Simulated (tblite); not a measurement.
C₇H₁₅FSi.
Numbering: `[CH3:1][C:2]1([CH3:3])[CH2:4][C@@H:5]([SiH3:6])[C@@:7]1([CH3:8])[F:9]` (hydrogens: H10, H11, H12 on C1; H13, H14, H15 on C3; H16, H17 on C4; H18 on C5; H19, H20, H21 on Si6; H22, H23, H24 on C8)

Computed with GFN2-xTB (tblite), gas phase: L-BFGS steps from a force-field or distance-geometry start until the largest atomic force falls under 0.01 eV/Å.

Step 89: E = -791.9841 eV
```
atom  x, y, z in Å  |  force x, y, z in eV/Å
C1     -1.6580    0.5200   -1.4520   -0.005  -0.035   0.042
C2     -0.9213   -0.1695   -0.3129    0.032  -0.034   0.024
C3     -1.9120   -0.7639    0.6817    0.003   0.003  -0.022
C4      0.1424   -1.1968   -0.7488    0.046  -0.028  -0.011
C5      1.1781   -0.5207    0.1708    0.003   0.029   0.045
Si6     2.9023   -0.1495   -0.5446   -0.013  -0.062   0.064
C7      0.2074    0.6577    0.3651   -0.004   0.010   0.000
C8      0.0115    1.2122    1.7630    0.012   0.036  -0.007
F9      0.5722    1.7348   -0.4434   -0.008  -0.007   0.032
H10    -2.2739    1.3305   -1.0703   -0.021   0.025  -0.003
H11    -0.9599    0.9295   -2.1770    0.021   0.017   0.026
H12    -2.2967   -0.2027   -1.9549   -0.033   0.017  -0.026
H13    -2.5501   -1.4801    0.1690   -0.040   0.011  -0.011
H14    -2.5380    0.0111    1.1164   -0.030   0.006  -0.002
H15    -1.3998   -1.2873    1.4852    0.020   0.002  -0.007
H16     0.3990   -1.1134   -1.8018   -0.002   0.018  -0.062
H17    -0.0962   -2.2358   -0.5308    0.036  -0.021   0.046
H18     1.2690   -1.0623    1.1146    0.020  -0.022  -0.022
H19     2.8510    0.9120   -1.5392   -0.011   0.010  -0.041
H20     3.3609   -1.3998   -1.1595    0.016   0.011   0.000
H21     3.7911    0.2142    0.5650   -0.030   0.013  -0.027
H22    -0.1223    0.4172    2.4896   -0.006  -0.003  -0.031
H23    -0.8569    1.8661    1.7844   -0.013   0.030   0.008
H24     0.8883    1.7961    2.0381    0.009  -0.027  -0.016
```

Step 90: E = -791.9856 eV
```
atom  x, y, z in Å  |  force x, y, z in eV/Å
C1     -1.6608    0.5191   -1.4476    0.001  -0.031   0.027
C2     -0.9205   -0.1713   -0.3114    0.022  -0.026   0.007
C3     -1.9094   -0.7692    0.6827    0.019   0.016  -0.002
C4      0.1455   -1.1945   -0.7539    0.037  -0.009  -0.002
C5      1.1770   -0.5230    0.1745   -0.007   0.016   0.035
Si6     2.9012   -0.1518   -0.5388   -0.014  -0.076   0.041
C7      0.2077    0.6572    0.3662   -0.009  -0.001  -0.011
C8      0.0134    1.2199    1.7604   -0.009   0.006  -0.007
F9      0.5724    1.7313   -0.4467    0.002  -0.014   0.030
H10    -2.2829    1.3248   -1.0651   -0.016   0.012   0.001
H11    -0.9631    0.9360   -2.1694    0.005   0.009   0.025
H12    -2.2932   -0.2075   -1.9535   -0.032   0.031  -0.030
H13    -2.5508   -1.4810    0.1683   -0.037  -0.003  -0.012
H14    -2.5334    0.0055    1.1214   -0.019  -0.001  -0.001
H15    -1.3953   -1.2964    1.4833    0.005   0.007  -0.021
H16     0.4058   -1.0990   -1.8063   -0.018   0.007  -0.022
H17    -0.0916   -2.2362   -0.5453    0.039  -0.003   0.035
H18     1.2592   -1.0693    1.1167    0.031  -0.006  -0.027
H19     2.8418    0.9045   -1.5379   -0.004   0.022  -0.041
H20     3.3616   -1.4001   -1.1571    0.015   0.007   0.009
H21     3.7912    0.2145    0.5667   -0.017   0.020  -0.009
H22    -0.1439    0.4307    2.4882    0.009  -0.016  -0.021
H23    -0.8435    1.8888    1.7728   -0.014   0.049   0.005
H24     0.8996    1.7868    2.0395    0.010  -0.017  -0.009
```

Task: Estimate the geometry and energy of step 91. (The exact step hangs on the optimiser's Hessian estimate; all steps are aligned on step 90, rigid shifts and turns removed.)

Result: E = -791.9864 eV, largest force 0.060 eV/Å
```
atom  x, y, z in Å  |  force x, y, z in eV/Å
C1     -1.6627    0.5182   -1.4442    0.001  -0.014   0.009
C2     -0.9198   -0.1734   -0.3104    0.007  -0.015  -0.008
C3     -1.9084   -0.7723    0.6831    0.009   0.002   0.005
C4      0.1484   -1.1937   -0.7567    0.019   0.006   0.005
C5      1.1765   -0.5243    0.1775   -0.005   0.002   0.011
Si6     2.9000   -0.1544   -0.5355   -0.005  -0.050   0.002
C7      0.2072    0.6562    0.3671   -0.009  -0.007  -0.013
C8      0.0139    1.2249    1.7586   -0.019  -0.012  -0.008
F9      0.5718    1.7284   -0.4481    0.012  -0.010   0.017
H10    -2.2883    1.3217   -1.0614   -0.006  -0.006   0.007
H11    -0.9658    0.9407   -2.1639    0.000   0.001   0.025
H12    -2.2924   -0.2088   -1.9532   -0.026   0.035  -0.028
H13    -2.5537   -1.4805    0.1670   -0.015   0.006   0.003
H14    -2.5305    0.0034    1.1243   -0.005  -0.014  -0.002
H15    -1.3935   -1.3028    1.4818   -0.010   0.012  -0.032
H16     0.4102   -1.0903   -1.8088   -0.025  -0.004   0.009
H17    -0.0865   -2.2373   -0.5530    0.037   0.009   0.025
H18     1.2562   -1.0742    1.1174    0.026   0.003  -0.019
H19     2.8366    0.9008   -1.5376    0.000   0.007  -0.023
H20     3.3647   -1.4001   -1.1554    0.009   0.001   0.012
H21     3.7902    0.2137    0.5674   -0.004   0.028   0.009
H22    -0.1560    0.4398    2.4873    0.012  -0.030  -0.006
H23    -0.8358    1.9026    1.7658   -0.015   0.058   0.002
H24     0.9057    1.7816    2.0388    0.015  -0.007  -0.001
```

The energy changes by -0.0009 eV. The first-order estimate −F·Δx gives -0.0013 eV and the mean of the old and new forces, exact on a quadratic surface, -0.0009 eV. The step makes an angle of 79° with the force vector and moves no atom by more than 0.017 Å.

What follows is the cost of the whole relaxation. The run took 3.4 s of wall time on an Arm Neoverse N1 with one thread, no GPU, shared host.
